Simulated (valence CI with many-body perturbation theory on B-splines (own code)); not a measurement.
# Level structure of Ta XLII

Calculated by valence CI with perturbative core correlation (CI+MBPT): four valence electrons over a frozen Dirac-Fock core [Ar] 3d10, radial functions for each j: 11 s, 11 p, 10 d, 8 f, 5 g, 2 h, with the one-electron correlation potential Σ1 (screened to all orders), the two-electron term Σ2, the three-electron term Σ3, Breit, model QED; selected single and double excitations, second order for the rest, scaled by the run's own slope (own B-spline code, finite nucleus).

The last digits are not significant, and no measured levels were compared; by estimate large intervals hold to a few tenths of a per cent, small ones and those within an open d or f shell to about a per cent. Among the levels kept, up to 390 cm⁻¹ of a level comes from second order outside the variational space, and about a tenth of that is noise between levels of different J, which matters for small intervals.

Levels 46 to 90 of 190, with energies above the lowest level, (4s^2 4p1/2^2) J=0. "Leading %" is the weight of the configuration and term that name the level; weights of strongly mixed levels are sums over their largest components and can fall short, so below about 35 % the name and the second component can differ from the true leading terms, or belong to a minority configuration. In the jj column 3d3/2^4 stands for four electrons in 3d with j = 3/2. Lifetimes count E1, E2, E3, M1 and M2 decay at the calculated energies, and are blank where another channel may lead or the interval is too uncertain; long ones can be off by a factor of two.

| No. | Configuration | Term | J | E (Ry) | Leading % | Lifetime | g | Leading jj |
| --- | --- | --- | --- | --- | --- | --- | --- | --- |
| 46 | 4s4p²4d | ³D | 1 | 31.637 | 31 | 1.26 ps | 1.078 | 4s 4p1/2 4p3/2 4d3/2 (84 %) |
| 47 | 4s²4p4f | ³D | 3 | 31.750 | 28 | 4.05 ps | 1.281 | 4s^2 4p1/2 4f7/2 (60 %) |
| 48 | 4s4p²4d | ³G | 5 | 31.847 | 54 | 76.7 ps | 1.287 | 4s 4p1/2 4p3/2 4d5/2 (97 %) |
| 49 | 4s²4p4f | ³G | 4 | 31.876 | 32 | 8.49 ps | 1.135 | 4s^2 4p1/2 4f7/2 (74 %) |
| 50 | 4s4p²4d | ³P | 2 | 31.913 | 37 | 3.54 ps | 1.337 | 4s 4p1/2 4p3/2 4d5/2 (88 %) |
| 51 | 4s4p²4d | ³D | 1 | 32.163 | 46 | 1.80 ps | 1.052 | 4s 4p1/2 4p3/2 4d5/2 (56 %) |
| 52 | 4s²4p4f | ³G | 3 | 32.322 | 31 | 1.04 ps | 0.889 | 4s 4p1/2 4p3/2 4d3/2 (51 %) |
| 53 | 4s4p²4d | ³D | 3 | 32.405 | 34 | 3.13 ps | 1.249 | 4s 4p1/2 4p3/2 4d5/2 (85 %) |
| 54 | 4s4p²4d | ³P | 1 | 32.600 | 24 | 765 fs | 1.133 | 4s 4p1/2 4p3/2 4d3/2 (66 %) |
| 55 | 4s4p²4d | ¹D | 2 | 32.655 | 30 | 2.81 ps | 1.194 | 4s 4p1/2 4p3/2 4d5/2 (75 %) |
| 56 | 4s4p²4d | ³P | 0 | 32.727 | 81 | 725 fs |  | 4s 4p1/2 4p3/2 4d3/2 (80 %) |
| 57 | 4s4p²4d | ³D | 3 | 32.815 | 51 | 1.68 ps | 1.232 | 4s 4p1/2 4p3/2 4d5/2 (78 %) |
| 58 | 4s4p²4d | ¹G | 4 | 32.885 | 52 | 5.07 ps | 1.125 | 4s 4p1/2 4p3/2 4d5/2 (85 %) |
| 59 | 4s4p²4d | ³F | 2 | 33.157 | 19 | 566 fs | 0.991 | 4s 4p1/2 4p3/2 4d3/2 (63 %) |
| 60 | 4s4p²4d | ³D | 1 | 33.340 | 54 | 2.28 ps | 0.786 | 4s 4p1/2 4p3/2 4d5/2 (92 %) |
| 61 | 4s4p²4d | ³G | 4 | 33.498 | 35 | 1.51 ps | 1.138 | 4s 4p1/2 4p3/2 4d5/2 (72 %) |
| 62 | 4s4p²4d | ³D | 3 | 33.505 | 23 | 1.15 ps | 1.165 | 4s 4p1/2 4p3/2 4d5/2 (74 %) |
| 63 | 4s4p²4d | ³P | 1 | 33.785 | 36 | 1.55 ps | 1.383 | 4s 4p1/2 4p3/2 4d5/2 (94 %) |
| 64 | 4s4p²4d | ³D | 2 | 33.860 | 47 | 1.44 ps | 1.164 | 4s 4p1/2 4p3/2 4d5/2 (90 %) |
| 65 | 4s4p²4d | ¹S | 0 | 33.879 | 43 | 1.29 ps |  | 4s 4p1/2 4p3/2 4d5/2 (80 %) |
| 66 | 4s4p²4d | ¹F | 3 | 34.054 | 33 | 1.01 ps | 1.085 | 4s 4p1/2 4p3/2 4d5/2 (80 %) |
| 67 | 4s4p²4d | ³P | 2 | 34.203 | 31 | 868 fs | 1.113 | 4s 4p1/2 4p3/2 4d5/2 (82 %) |
| 68 | 4p⁴ | ¹D | 2 | 35.016 | 52 | 910 fs | 1.095 | 4p1/2 4p3/2^3 (66 %) |
| 69 | 4p⁴ | ³P | 1 | 35.102 | 68 | 682 fs | 1.348 | 4p1/2 4p3/2^3 (68 %) |
| 70 | 4s²4d² | ³F | 2 | 36.278 | 63 | 430 fs | 0.806 | 4s^2 4d3/2^2 (83 %) |
| 71 | 4s²4d² | ³P | 0 | 36.757 | 64 | 454 fs |  | 4s^2 4d3/2^2 (79 %) |
| 72 | 4s²4d² | ³F | 3 | 36.960 | 48 | 912 fs | 1.209 | 4s^2 4d3/2 4d5/2 (48 %) |
| 73 | 4s4p²4d | ⁵P | 2 | 37.025 | 19 | 922 fs | 1.354 | 4s 4p3/2^2 4d3/2 (60 %) |
| 74 | 4s²4d² | ³P | 1 | 37.031 | 33 | 973 fs | 1.694 | 4s 4p3/2^2 4d3/2 (61 %) |
| 75 | 4s²4d² | ¹G | 4 | 37.136 | 26 | 1.07 ps | 1.184 | 4s^2 4d3/2 4d5/2 (42 %) |
| 76 | 4s²4p4f | ³F | 3 | 37.409 | 26 | 2.17 ps | 1.012 | 4s^2 4p3/2 4f5/2 (61 %) |
| 77 | 4s²4d² | ¹G | 4 | 37.527 | 25 | 6.39 ps | 1.202 | 4s 4p3/2^2 4d5/2 (45 %) |
| 78 | 4s²4p4f | ³G | 4 | 37.550 | 28 | 2.49 ps | 1.165 | 4s^2 4p3/2 4f5/2 (29 %) |
| 79 | 4s²4p4f | ³F | 2 | 37.720 | 24 | 1.60 ps | 0.960 | 4s^2 4p3/2 4f5/2 (51 %) |
| 80 | 4s4p²4d | ⁵F | 5 | 37.799 | 41 | 4.33 ns | 1.279 | 4s 4p3/2^2 4d5/2 (68 %) |
| 81 | 4s²4p4f | ³D | 1 | 37.950 | 63 | 2.75 ps | 0.527 | 4s^2 4p3/2 4f5/2 (63 %) |
| 82 | 4p³4d | ³F° | 3 | 38.003 | 12 | 14.5 ps | 1.062 | 4s 4p1/2^2 4f5/2 (50 %) |
| 83 | 4s²4d² | ³F | 3 | 38.056 | 28 | 1.03 ps | 1.147 | 4s^2 4p3/2 4f7/2 (30 %) |
| 84 | 4s4p²4d | ³P | 0 | 38.144 | 54 | 5.07 ps |  | 4s 4p3/2^2 4d5/2 (71 %) |
| 85 | 4s²4p4f | ³D | 2 | 38.214 | 20 | 838 fs | 1.159 | 4s 4p3/2^2 4d3/2 (36 %) |
| 86 | 4p³4d | ³F° | 2 | 38.224 | 15 | 5.29 ps | 0.901 | 4p1/2^2 4p3/2 4d3/2 (64 %) |
| 87 | 4s²4d² | ³P | 1 | 38.266 | 46 | 640 fs | 1.270 | 4s^2 4d3/2 4d5/2 (46 %) |
| 88 | 4s²4p4f | ³D | 3 | 38.440 | 26 | 1.95 ps | 1.237 | 4s^2 4p3/2 4f7/2 (50 %) |
| 89 | 4s4p²4f | ⁵G° | 2 | 38.474 | 28 | 2.56 ps | 0.722 | 4s 4p1/2^2 4f5/2 (64 %) |
| 90 | 4s²4d² | ³P | 2 | 38.487 | 40 | 1.97 ps | 1.277 | 4s^2 4d5/2^2 (47 %) |

Where two levels of one J and parity lie close, their mixing, g and order are uncertain.
